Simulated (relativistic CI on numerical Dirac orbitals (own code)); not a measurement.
## Mo4+: 3d photoemission

Computed with this model: Dirac-Coulomb-Breit CI, separate exchange-only KLI orbitals for each configuration, model QED, valence Slater integrals scaled by 0.7, multiplet model of photoemission in the sudden approximation; configurations [Kr] 4d2 → [Ar] 3d9 4s2 4p6 4d2; 300 K; Lorentzian 0.42 eV and Gaussian 0.5 eV FWHM. Energies are those of the free ion, without screening or charge transfer. The energies are binding energies and can lie tens of eV above those of solids. S is read from ⟨S²⟩ = S(S + 1).

Field parameters in Wybourne normalisation: Oh B⁴₀ = 21Dq, B⁴₄ = √(5/14) B⁴₀; Td as Oh with Dq negative (B⁴₀ = 21Dq, B⁴₄ = √(5/14) B⁴₀). The field is a parameter set, without covalency.

Computed curve for Oh, 10Dq = 41100 cm⁻¹, scaled to 100 at the maximum (points under 2 are left out and the grid is thinned):

(Energy (eV), Intensity): (285.7, 2.1), (285.9, 2.6), (286.2, 3.6), (286.4, 4.6), (286.6, 6.2), (286.8, 9.1), (287.1, 20.0), (287.3, 36.8), (287.5, 61.1), (287.7, 83.5), (288.0, 100.0), (288.2, 95.4), (288.4, 76.7), (288.6, 52.6), (288.9, 25.9), (289.1, 17.1), (289.3, 13.4), (289.5, 12.1), (289.8, 11.3), (290.0, 10.9), (290.2, 11.7), (290.4, 16.2), (290.7, 34.2), (290.9, 50.5), (291.1, 62.7), (291.3, 64.5), (291.6, 47.0), (291.8, 33.0), (292.0, 23.4), (292.2, 16.7), (292.5, 10.5), (292.7, 7.8), (292.9, 5.6), (293.1, 4.0), (293.4, 2.9), (293.6, 2.6), (293.8, 2.3), (294.0, 2.1), (301.7, 2.6), (301.9, 2.0)

The ground state has S = 1.00, and the centroid lies at 289.52 eV.
